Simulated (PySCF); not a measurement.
A PySCF script (with the pyscf-properties extension) for the NMR shieldings of `CB(C)c1ccc(C=O)o1`, C$_{7}$H$_{9}$BO$_{2}$, on a GFN2-xTB geometry:

```python
import basis_set_exchange as bse
import numpy as np
from pyscf import gto, dft
from pyscf.prop import nmr

atoms = """
C    -1.859008    1.374194   -1.054517
B    -1.437301    0.027805   -0.360339
C    -2.491071   -1.077534    0.026903
C     0.052297   -0.212986   -0.008102
C     0.678428   -1.281549    0.621150
C     2.041096   -0.986165    0.687817
C     2.188559    0.256277    0.093401
C     3.363808    1.072157   -0.124961
O     4.487932    0.774658    0.199877
O     0.990408    0.707746   -0.319527
H    -1.035553    1.893346   -1.537643
H    -2.254301    2.050830   -0.295049
H    -2.657967    1.243166   -1.781193
H    -3.509709   -0.825115   -0.254204
H    -2.246631   -2.029736   -0.441730
H    -2.482173   -1.265517    1.099524
H     0.194007   -2.164952    0.984589
H     2.831222   -1.576691    1.104682
H     3.136152    2.029318   -0.632978
"""
names = dict.fromkeys(["C", "B", "O", "H"], "pcSseg-1")
basis = {el: gto.basis.parse(bse.get_basis(n, elements=[el], fmt="nwchem")) for el, n in names.items()}
mol = gto.M(atom=atoms, basis=basis, charge=0, verbose=0)
mf = dft.RKS(mol, xc="PBE0")
mf.grids.level = 2
mf.grids.alignment = dft.numint.BLKSIZE   # the property module wants whole blocks of grid points
mf.conv_tol = 1e-9
mf.kernel()

calc = nmr.RKS(mf)   # GIAO
C = mf.mo_coeff
Co = C[:, mf.mo_occ > 0]
resp = mf.gen_response(singlet=True, hermi=2)
def vind(x):   # induced exchange potential for any number of trial vectors
    d = np.einsum("pi,xij,qj->xpq", C, 2 * x.reshape(-1, C.shape[1], Co.shape[1]), Co, optimize=True)
    return np.einsum("xpq,pi,qj->xij", resp(d - d.transpose(0, 2, 1)), C, Co, optimize=True).ravel()
mo1, _ = nmr.rhf.solve_mo1(calc, with_cphf=vind)
sigma = calc.kernel(mo1)
for i, s in enumerate(sigma):   # ppm
    print("%2d %-2s %9.2f" % (i, mol.atom_pure_symbol(i), np.trace(s) / 3))
```

Question: What are the results?

Answer: 
```
 0 C     175.28
 1 B      30.46
 2 C     176.83
 3 C      11.70
 4 C      52.21
 5 C      62.17
 6 C      23.41
 7 C       1.89
 8 O    -330.59
 9 O       9.75
10 H      29.83
11 H      30.89
12 H      30.59
13 H      30.49
14 H      30.57
15 H      30.63
16 H      24.02
17 H      23.99
18 H      21.53
```

These numbers come from an equivalent density-fitted implementation of the same equations, which agrees with the script to about 0.01 ppm for H and up to a few tenths of a ppm for heavy atoms, so last digits may differ.

Size and cost of the density-fitted run: 215 basis functions, 84 s wall time on 1 thread of an Arm Neoverse N1, shared host; peak memory 0.95 GiB.
